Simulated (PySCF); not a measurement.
AlH₃O₂S. Atoms are numbered in the order given.

```xyz
7

Al    -0.0055     0.4434     0.0000
O     -1.3791     1.4363     0.0000
H     -2.2960     1.1610     0.0000
O      1.5446     1.1282     0.0000
H      1.7224     2.0700     0.0000
S     -0.1192    -1.7294     0.0000
H      1.2283    -1.8416     0.0000
```
Charge 0, spin multiplicity 1.

Geometry optimised at PBE0-D3(BJ)/def2-SVP. The values are those of a single conformer.

The numbers are results of PySCF with PBE0-D3(BJ)/def2-SVP, not measurements.

Frequencies are harmonic and unscaled.

Q: Estimate the vibrational spectrum. (The exact figures need the calculation; the answer reports its results.)

A: 
```tsv
mode	ν (cm⁻¹)	IR (km/mol)	Raman (Å⁴/amu)	depolarisation	moving atoms (share of kinetic energy)
1	163	12.7	1.0	0.72	O 47 %, S 21 %, Al 19 %, H 13 %
2	208	69.9	1.2	0.75	H 94 %
3	219	26.3	1.8	0.66	O 57 %, H 20 %, S 16 %
4	252	45.1	0.5	0.75	Al 59 %, O 20 %, H 15 %
5	301	85.0	2.0	0.75	H 88 %, O 12 %
6	327	134.5	1.2	0.75	H 82 %, O 14 %
7	463	24.6	10.0	0.12	S 41 %, Al 22 %, O 21 %, H 16 %
8	537	148.8	1.8	0.73	H 85 %, O 10 %
9	584	195.4	3.7	0.19	H 64 %, O 32 %
10	643	27.3	6.8	0.71	H 86 %, S 8 %
11	831	149.6	4.1	0.12	O 53 %, Al 36 %, H 9 %
12	965	119.8	1.0	0.75	Al 50 %, O 43 %
13	2714	1.2	126.7	0.28	H 97 %
14	3984	115.1	128.7	0.30	H 94 %
15	4000	110.9	93.1	0.25	H 94 %
```
